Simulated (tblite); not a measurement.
Species: C8H7 (doublet state).
SMILES with atom numbers: `[H]/[C:1]=[CH:2]\[CH2:3][CH2:4][C:5]#[C:6][C:7]#[CH:8]` (hydrogens: H9 on C1; H10 on C2; H11, H12 on C3; H13, H14 on C4; H15 on C8)

Cartesian coordinates in Å at the GFN2-xTB level; atoms count from 1:
```xyz
15
C8H7 angstrom
C     -2.8556    1.0733    0.6218
C     -1.7009    0.7747    0.1333
C     -1.4030   -0.3597   -0.8398
C     -0.3698   -1.3255   -0.2426
C      0.9067   -0.6804   -0.0446
C      1.9559   -0.1001    0.0932
C      3.1444    0.5380    0.2579
C      4.1921    1.1147    0.3988
H     -3.8655    0.7400    0.5657
H     -0.8125    1.3345    0.4084
H     -2.3220   -0.9012   -1.0697
H     -1.0099    0.0744   -1.7628
H     -0.7342   -1.7079    0.7165
H     -0.2375   -2.1758   -0.9205
H      5.1075    1.6090    0.5258
```

Level: GFN2-xTB in tblite, geometry and Hessian alike; calculated harmonic values, unscaled, isolated species. Against measured fundamentals such values can be off by several per cent, at times by over 20. One conformer, not necessarily the lowest. Open shells enter through the occupations alone, without spin polarisation, and single modes of such species can be off by tens of per cent.

Harmonic wavenumbers (cm⁻¹): 50.3, 73.9, 102.7, 145.6, 183.8, 271.0, 301.3, 348.3, 372.5, 375.5, 478.6, 617.1, 633.6, 636.6, 692.5, 731.8, 829.1, 913.0, 962.6, 991.4, 1043.9, 1116.8, 1167.0, 1201.5, 1234.1, 1284.4, 1321.1, 1439.7, 1462.1, 1725.9, 2221.2, 2354.5, 2925.7, 2945.9, 2962.2, 2986.7, 2995.8, 3192.0, 3406.5.

A = 5050, B = 856.9, C = 759.1 MHz; mass 103.055 u (most abundant isotopes); point group C1, symmetry number 1; spin multiplicity 2.

Problem. What is the zero-point energy?

Solution. Half the sum of the wavenumbers: 24349 cm⁻¹ = 291.28 kJ/mol.

Problem. Entropy at 298.15 K, 1 bar (ideal gas, RRHO, classical rotation)?

Solution. Translation 166.66, rotation 121.22, vibration 112.77, spin (R ln 2) 5.76: S = 406.4 J/(mol K).

Problem. And Cp and H(298.15 K) − H(0)?

Solution. Cp = 146.77 J/(mol K), of which vibrations give 113.52 (their classical limit is 39 R = 324.3); H(298.15 K) − H(0) = 27.59 kJ/mol without the zero-point energy, 17.67 from vibrations.

Problem. Which modes carry the vibrational entropy at 298.15 K?

Solution. 50.3 cm⁻¹: 20.11; 73.9 cm⁻¹: 16.93; 102.7 cm⁻¹: 14.24; 145.6 cm⁻¹: 11.42; 183.8 cm⁻¹: 9.58; 271.0 cm⁻¹: 6.65 J/(mol K); the other 33 give 33.85 together.

Problem. How do the functions run with temperature in this model?

Solution. 
| T (K) | S (J/(mol K)) | Cp (J/(mol K)) | H − H(0) (kJ/mol) | G − H(0) (kJ/mol) | ln q(vib) |
| --- | --- | --- | --- | --- | --- |
| 50 | 246.4 | 54.1 | 2.08 | -10.25 | 0.47 |
| 100 | 290.7 | 75.5 | 5.33 | -23.74 | 1.60 |
| 373.15 | 441.9 | 169.6 | 39.47 | -125.41 | 8.21 |
| 500 | 496.1 | 201.5 | 63.10 | -184.97 | 11.11 |
| 750 | 586.8 | 245.4 | 119.37 | -320.73 | 16.43 |
| 1000 | 661.7 | 274.8 | 184.62 | -477.07 | 21.22 |

q(vib) and H(0) count from the zero-point level.

Problem. What must be added to the electronic energy to get the Gibbs energy at 298.15 K and 1 bar?

Solution. ZPE + [H(298.15 K) − H(0)] − T·S = 291.28 + 27.59 − 121.17 = 197.70 kJ/mol.

Problem. Blend soft modes into free rotors: weight 1/[1 + (100 cm⁻¹/ν̃)⁴] for the oscillator and the rest for a rotor with moment μB/(μ + B), μ = h/(8π²ν), B = 10⁻⁴⁴ kg m². What vibrational entropy results?

Solution. 103.65 J/(mol K) in place of 112.77, which changes −T·S at 298.15 K by +2.72 kJ/mol.

Hindered rotation and anharmonicity are outside this model. Other conformers, if any are populated, would add a mixing term that is left out. The structure is chiral; the term R ln 2 for an equal mix with its mirror image is left out.
